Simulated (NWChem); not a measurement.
Molecule: CH6SeSi; SMILES [SeH][SiH2]C

```xyz
9

Si     0.6220     1.0784     0.0121
C     -0.8152     2.2988    -0.0462
Se    -0.0780    -1.1200    -0.0297
H      1.4842     1.1903    -1.2148
H      1.4691     1.3349     1.2302
H     -1.4596     2.1892     0.8492
H     -0.4352     3.3414    -0.0730
H     -1.4384     2.1237    -0.9453
H     -0.7846    -0.9920     1.2717
```
Atoms are numbered in this order, from 1.

Coordinates come from a PBE-D3(BJ)/def2-SVP optimisation.

**Question.** List the 4 lowest vertical singlet excitations from PBE/def2-SVP, TDA (NWChem).

**Answer.** 
| state | energy (eV) | oscillator strength | leading excitation (squared amplitude) |
|---|---|---|---|
| S1 | 5.33 | 0.002 | HOMO → LUMO (0.98) |
| S2 | 5.64 | 0.006 | HOMO → LUMO+1 (0.97) |
| S3 | 6.22 | 0.026 | HOMO → LUMO+2 (0.93) |
| S4 | 6.81 | 0.008 | HOMO → LUMO+3 (0.90) |
